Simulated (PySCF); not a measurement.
## Identify the compound

Molecular formula: C8H13P. Simulated spectra:

¹H NMR (500 MHz, computed): δ 6.83 (m, 2H), 6.06 (m, 2H), 3.06 (m, 1H), 2.97 (m, 1H), 1.83 (m, 2H), 1.04 (m, 3H), 0.10 (m, 2H).

¹³C{¹H} NMR (computed): δ 148.4, 133.7, 35.1, 26.0, 10.9, 8.3.

- σ from GIAO-PBE0/pcSseg-1
- GFN2-xTB geometry
- run in PySCF 2.14.0 with density-fitted response routines
- one computed conformer, in vacuum, equivalent nuclei averaged, non-relativistic

References, each an isolated molecule treated in the same way: ¹H (31.72 ppm), ¹³C (186.93 ppm) vs TMS.

Deduce the structure.

## Answers


- 6 carbon signals for 8 carbons: some carbons are equivalent by symmetry or fast rotation.
- Carbon types of the structure: 4 × CH, 3 × CH2, 1 × CH3, which accounts for all hydrogens.
- δC 148.4, 133.7: alkene CH; an sp2 carbon of a C=C bond.
- δC 35.1: allylic sp3 CH2; aliphatic region, no heteroatom directly attached.
- δC 26.0: sp3 CH2 bonded to P.
- δC 10.9: methyl carbon; a saturated carbon with 1 carbon neighbour and no heteroatom attached.
- δH 6.83, 6.06: hydrogen on an alkene CH; attached to an sp2 carbon and in the plane of the double bond.
- δH 3.06, 2.97: hydrogen on an allylic sp3 CH2; allylic position.
- δH 1.04: hydrogen on a methyl carbon.

These data were computed for SMILES C=P1(CC)C=CCC=C1.

The data come from this structure; uniqueness wasn't tested.

Splittings by ³¹P in the carbon and heteronuclear signals aren't shown, as no couplings were computed. Shifts are as computed. Against solution values, carbons near 30 ppm lie about +3 ppm off and those near 130 ppm about +5 ppm. Of 1211 compounds with measured shifts, 218 miss one by over three times the rms of a fit or turn the order of signals round; such compounds aren't used in these exercises. No couplings were computed; multiplicities are counted from neighbouring protons, with m where these are inequivalent, close in shift, in a saturated or five-membered ring or joined by F or P, and br s for small geminal =CH2 splittings.
